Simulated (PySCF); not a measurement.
## How methods differ on the excitation energy of Sm²⁺

Sm²⁺ [Xe] 4f6 (7F) → Sm²⁺ [Xe] 4f5 6s1 (high-spin determinant), as a difference of total energies. Computed with PySCF 2.14 in x2c-TZVPPall (11s7p7d4f2g, 113 functions), with the spin-free X2C one-electron Hamiltonian (Gaussian nucleus). Correlated levels: valence: [Kr] 4d10 frozen; valence and next inner shell: [Ar] 3d10 frozen. The calculations carry no spin-orbit coupling.

| method | excitation energy (cm⁻¹) |
| --- | --- |
| UHF | 27083 |
| LDA | 48707 |
| PBE | 46376 |
| PBE0 | 43330 |
| r2SCAN | 44774 |
| MP2 (valence) | 38659 |
| SCS-MP2 (valence) | 32814 |
| MP2 (valence and next inner shell) | 41052 |
| SCS-MP2 (valence and next inner shell) | 35254 |

A first-order spin-orbit estimate (lowest level to lowest level, LS coupling) adds -0.196 eV.

The basis was made for the ground configuration and has no added diffuse functions, so the excitation energy can come out too high.

The determinant of the upper state mixes LS terms, which raises its energy above the lowest term, most at the Hartree-Fock and MP2 levels.
